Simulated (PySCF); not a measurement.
Highest occupied level (eV) of eight silicon and germanium compounds: PBE beside r2SCAN, computed with PySCF for isolated molecules in the bases named; differences from unrounded values. The eight are the first of their class met in an unordered collection, after screening for sound electronic states; none was chosen by its value. Each molecule has one DFT geometry for both levels.

| molecule | basis | r2SCAN | PBE | difference |
|---|---|---|---|---|
| C3H6F2Si, SMILES FC(=CC[SiH3])F | def2-TZVP | -6.02 | -5.81 | 0.21 |
| C₄H₉NSi, SMILES C[Si@H](NC)C#C | def2-TZVP | -5.59 | -5.32 | 0.27 |
| BH9Si3, SMILES [SiH3]B([SiH3])[SiH3] | def2-TZVP | -7.11 | -6.85 | 0.26 |
| C2H9N3Si, SMILES C/C=N/[SiH](N)N | def2-TZVP | -5.53 | -5.27 | 0.26 |
| C2H7NSi2, SMILES [SiH3][C@H]1N=C[SiH2]1 | def2-TZVP | -5.95 | -5.71 | 0.24 |
| ClF3H2Si2, SMILES F[Si](F)(F)[SiH2]Cl | def2-TZVP | -8.08 | -7.75 | 0.33 |
| C4H10Si2, SMILES C=C1CC[Si@H]1[SiH3] | def2-TZVP | -6.33 | -6.14 | 0.19 |
| C2H6F2OSi, SMILES C([SiH3])(F)(F)OC | def2-TZVP | -7.66 | -7.29 | 0.37 |

PBE lies below r2SCAN in 0 and above it in 8 of the eight; the mean signed difference is 0.27 and the largest 0.37 eV.
